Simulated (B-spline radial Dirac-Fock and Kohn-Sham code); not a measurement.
Z = 13 (aluminum), transition energy 172 keV. Calculated with a B-spline atomic structure program, using a Dirac-Hartree-Slater potential of the neutral atom with a Latter tail (no hole, which puts coefficients of high multipoles low close above an edge), finite nucleus with surface currents. Subshells that would emit electrons below 1 keV are left out.

Question: A pure transition shows α(K) = 0.00497, L1/L2 = 84.4 and L1/L3 = 156. What is its multipolarity?
A. M4
B. M3
C. E4
D. E1
E. E2
F. M1
G. E3
H. M2

Answer: H. For comparison, α(K), L1/L2, L1/L3 are E1 0.00121, 322, 166; E2 0.0101, 135, 88.5; E3 0.0718, 56.7, 42.8; E4 0.484, 28.8, 23.1; M1 0.000738, 169, 273; M3 0.0332, 50.4, 64.7; M4 0.222, 33.6, 32.1.
